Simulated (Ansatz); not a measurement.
`C[N](C)[AlH][SH]` + HBr → `[SH][AlH][Br]` + `CNC`  (ligand exchange at the Al–N bond)

Computed with Ansatz on PBE0-D4/def2-TZVP structures; ΔE is electronic, products minus reactants. CCSD(T)/CBS adds triple-zeta CCSD(T) − MP2 to the extrapolated MP2 energy (def2 sets, frozen cores). Functionals use def2-TZVPP. For Br outer-core shells are correlated without core-valence functions, which leaves a few kJ/mol of doubt a bond. Scalar relativity is left out up to krypton. Each species was taken in one conformer, which may not be the lowest.

CCSD(T)/CBS gives -77.0 kJ/mol.

**Question.** Another level gave -81.4 kJ/mol. Which?
A. CCSD/def2-TZVPP
B. LDA (SPW92)/def2-TZVPP
C. HF/def2-TZVPP
D. r2SCANh/def2-TZVPP

**Answer.** D. r2SCANh -81.4, LDA (SPW92) -64.9, CCSD/def2-TZVPP -75.0, HF/def2-TZVPP -97.8 kJ/mol.

Largest T1 diagnostic among the species: 0.012.

Leaving LDA and LC-ωPBE aside and taking each functional with its dispersion term where it has one, the values, not all of them listed here, spread over 16.2 kJ/mol, from PBE-QIDH to BLYP-D4. LDA lies +13.6 kJ/mol from PBE without D4. From r2SCAN to r2SCAN0 (25 % exact exchange), in def2-TZVPP and without D4, ΔE moves by −4.4 kJ/mol. At CCSD(T), def2-SVP lies +6.2 kJ/mol from the extrapolated value and def2-TZVPP +5.2 kJ/mol.
